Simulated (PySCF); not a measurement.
W(F)5(OH) (F₅HOW), SMILES [OH][W]([F])([F])([F])([F])[F], multiplicity 1. Atoms are numbered in the order given.

```xyz
8

W      0.0000     0.0000     0.0140
F      0.0000     0.0000    -1.8440
F     -1.3152     1.3152    -0.0568
F      1.3152     1.3152    -0.0568
F     -1.3152    -1.3152    -0.0568
F      1.3152    -1.3152    -0.0568
O      0.0000     0.0000     1.8490
H      0.0000     0.0000     2.8118
```
Charge 0, spin multiplicity 1.

Geometry: B3LYP-D3(BJ)/def2-SVP. The spin state was assumed, not searched. The isomer is the one that the SMILES or the coordinates give; other isomers of the formula were not compared. The def2 effective core potentials stand for the cores of W; spin–orbit coupling is left out. One conformer was computed; it need not be the lowest.

Level of theory: M06-2X/def2-TZVP (PySCF).

ESP charges are fitted to the potential on shells at 1.4 to 2.0 van der Waals radii. Atomic charges (e):

```tsv
atom	Löwdin	Mulliken	ESP fit
W1	1.08	?	1.63
F2	-0.21	?	-0.30
F3	-0.21	?	-0.29
F4	-0.21	?	-0.29
F5	-0.21	?	-0.29
F6	-0.21	?	-0.29
O7	-0.22	?	-0.68
H8	0.20	?	0.53
```

Question: Complete the blanks. (An estimate is asked for; the answer gives what the named calculation found.)

Answer: 
- W1, Mulliken: 2.01
- F2, Mulliken: -0.36
- F3, Mulliken: -0.36
- F4, Mulliken: -0.36
- F5, Mulliken: -0.36
- F6, Mulliken: -0.36
- O7, Mulliken: -0.59
- H8, Mulliken: 0.39
